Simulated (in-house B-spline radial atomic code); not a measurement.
Values are calculated unless marked as measured or tabulated.
**Two electrons in Ge: a spherical dot of radius 12.5 nm with hard walls**

For Ge the NSM archive of the Ioffe Institute lists m_l = 1.6 m0, m_t = 0.08 m0 and ε = 16.2; the model takes one isotropic valley with the conductivity mass 3/(1/m_l + 2/m_t) = 0.117 m0, and so misses anisotropy and the other valleys. All triplets below are those of one valley; with several valleys two electrons can form a triplet in the 1s orbital itself, at an energy set by the valley splitting.

Effective-mass model with parabolic bands, a uniform dielectric constant, no image charges, no central-cell or spin-orbit terms. Two-electron levels come from full CI in B-splines with partial waves to l = 5 (up to 0.001 effective hartree above the limit).

**Question.** What are the effective units, and what is the potential in them?

**Answer.** Ha* = 27211.386 meV × 0.117/16.2² = 12.13 meV and a* = 0.0529177 nm × 16.2/0.117 = 7.327 nm. The radius is R = 1.7 a*. The one-electron levels are π²/2R² = 1.7075 and 4.4934²/2R² = 3.4932 Ha*.

In these units the lowest s and p orbitals lie at 1.7075 and 3.4932, and their Coulomb and exchange integrals are J_ss = 1.0506, J_sp = 0.9528 and K_sp = 0.2116. (For an empty sphere J_ss = 1.786/R.) Full CI gives 4.4041 for the ground singlet, 5.9287 for the sp triplet, 6.2982 for the sp singlet and 9.4055 for the lowest triplet of two s orbitals.

**Question.** What does it cost to add the second electron, to first order and exactly?

**Answer.** To first order E = 2ε_s + J_ss = 4.4657, so the charging energy E(2) − 2E(1) is J_ss = 12.75 meV. CI gives 4.4041 − 2 × (1.7075) = 0.9890, or 12 meV: relaxation and correlation lower it by 0.7473 meV, 5.9 % of J_ss. The s² configuration of one-electron orbitals holds 98.8 % of the state, and the mean radius is 6.39 nm.

**Question.** How far above the singlet do the triplets lie?

**Answer.** To first order the sp triplet lies at ε_s + ε_p + J_sp − K_sp = 5.9419, which is 17.91 meV above 2ε_s + J_ss. CI gives 5.9287 − (4.4041) = 1.5245, or 18.49 meV, 85 % of the orbital spacing of 21.66 meV. The ss triplet lies 60.67 meV up, so the lower of the two is the sp one, and its gap equals k_BT at 215 K. The sp singlet-triplet splitting is 4.483 meV, against 2K_sp = 5.133 meV.
